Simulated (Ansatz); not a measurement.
Reaction (ligand exchange at the Si–C bond): `O[SiH](O)C[SiH](O)F` + `N[SiH](F)F` → `O[SiH](O)N[SiH](F)F` + `C[SiH](O)F`

Calculated with Ansatz (gas phase, PBE0-D4/def2-TZVP geometries, no zero-point term in ΔE). CBS: MP2 limit from def2 TZ/QZ plus the TZ coupled-cluster correction, frozen cores. This one scheme is used for every species. One conformer a species, not always the lowest.

```json
{"species": "`O[SiH](O)C[SiH](O)F`", "CCSD(T)/def2-TZVPP energy (Eh)": "-945.76376"}
{"species": "`N[SiH](F)F`", "CCSD(T)/def2-TZVPP energy (Eh)": "-545.19355"}
{"species": "`O[SiH](O)N[SiH](F)F`", "CCSD(T)/def2-TZVPP energy (Eh)": "-985.86790"}
{"species": "`C[SiH](O)F`", "CCSD(T)/def2-TZVPP energy (Eh)": "-505.10634"}
```

Task: Work out ΔE.

Result: ΔE = (-985.86790) + (-505.10634) − (-945.76376) − (-545.19355) = -0.01693 Eh = -44.4 kJ/mol. CCSD(T)/CBS gives -44.5 kJ/mol.

Largest T1 diagnostic among the species: 0.012.

In def2-TZVPP, CCSD(T) changes the Hartree–Fock value by +19.4 kJ/mol (the triples alone add +3.1 kJ/mol) and MP2 by +19.8 kJ/mol. From PBE to PBE0 (25 % exact exchange), in def2-TZVPP and without D4, ΔE moves by −3.2 kJ/mol. The D4 term adds +4.7 kJ/mol with B3LYP and +2.6 kJ/mol with PBE0; it sums over pairs of atoms, weighted by their polarisabilities, and B3LYP, whose exchange is more repulsive, gets the larger term.

B3LYP here is the variant with VWN-RPA as its local correlation; programs differ in this.
